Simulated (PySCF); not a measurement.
Working out the ionisation energy of Xe

Xe [Xe] (1S) → Xe⁺ [Kr] 4d10 5s2 5p5 (2P). Calculation: PySCF 2.14, in aug-cc-pwCVTZ-DK3 with one added diffuse shell each of s, p, d, f type (11s10p8d5f1g, 125 functions); the spin-free X2C one-electron Hamiltonian (Gaussian nucleus). Frozen: [Ar] 3d10. Energies in hartree (1 hartree = 27.21139 eV):

```tsv
part	Xe (lower)	Xe⁺ (upper)
UHF	-7443.202212	-7442.781513
MP2 opposite-spin	-0.601825	-0.578181
MP2 same-spin	-0.319152	-0.305708
```

Problem. What does Hartree-Fock give?

Solution. (-7442.781513) − (-7443.202212) = 0.420699 hartree = 11.448 eV.

Problem. What do MP2 and SCS-MP2 (6/5 opposite-spin, 1/3 same-spin) give?

Solution. The opposite-spin parts differ by 0.643 eV and the same-spin parts by 0.366 eV. MP2: 11.448 + (0.643) + (0.366) = 12.457 eV. SCS-MP2: 11.448 + 1.2 × (0.643) + (0.366)/3 = 12.342 eV.

Measured between the centres of the two terms (NIST): 12.565 eV, so MP2 (valence and next inner shell) is off by -0.108 eV.

What remains against the reference includes basis incompleteness, the frozen core and correlation beyond second order.
